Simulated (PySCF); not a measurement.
Species: C7H11F.
SMILES with atom numbers: `[F:1][C@:2]12[CH2:3][CH2:4][CH2:5][C@H:6]([CH2:7]1)[CH2:8]2` (hydrogens: H9, H10 on C3; H11, H12 on C4; H13, H14 on C5; H15 on C6; H16, H17 on C7; H18, H19 on C8)

The closed-shell ground state was solved at several levels (PySCF, density fitting, gas phase, non-relativistic). Geometry: PBE0-D3(BJ)/def2-SVP; no solvent, vibrations or thermal averaging.

```json
{"level": "B3LYP/pcJ-1", "basis functions": "326", "total energy (Eh)": "-373.2051", "HOMO (eV)": "-7.98", "LUMO (eV)": "0.93", "gap (eV)": "8.91", "dipole (D)": "1.93"}
{"level": "PBE0/pcSseg-1", "basis functions": "191", "total energy (Eh)": "-372.7258", "HOMO (eV)": "-8.19", "LUMO (eV)": "1.20", "gap (eV)": "9.39", "dipole (D)": "1.94"}
{"level": "wB97X-D/pcSseg-1", "basis functions": "191", "total energy (Eh)": "-373.0313", "HOMO (eV)": "-10.09", "LUMO (eV)": "3.01", "gap (eV)": "13.10", "dipole (D)": "1.98"}
```

(1) What might CAM-B3LYP/def2-SVPD (251 basis functions) give for the same quantities?

(2) Over all these levels, which gives the widest orbital gap and which the narrowest?

(3) How far do the dipole and the HOMO energy spread over the levels?

Answers

(1) Total energy -372.7562 Eh, HOMO -9.65 eV, LUMO 1.25 eV, gap 10.90 eV, dipole 2.15 D.

(2) wB97X-D/pcSseg-1 (range-separated hybrid) has the widest, 13.10 eV, and B3LYP/pcJ-1 (global hybrid, 20 % exact exchange) the narrowest, 8.91 eV. Functional and basis both differ between the two, so the spread mixes both effects.

(3) The dipole runs from 1.93 to 2.15 D (mean 2.00 D) and the HOMO from -10.09 to -7.98 eV.

The pairwise dispersion term of wB97X-D wasn't added to the energies; at a given geometry it leaves orbitals and properties as they are.
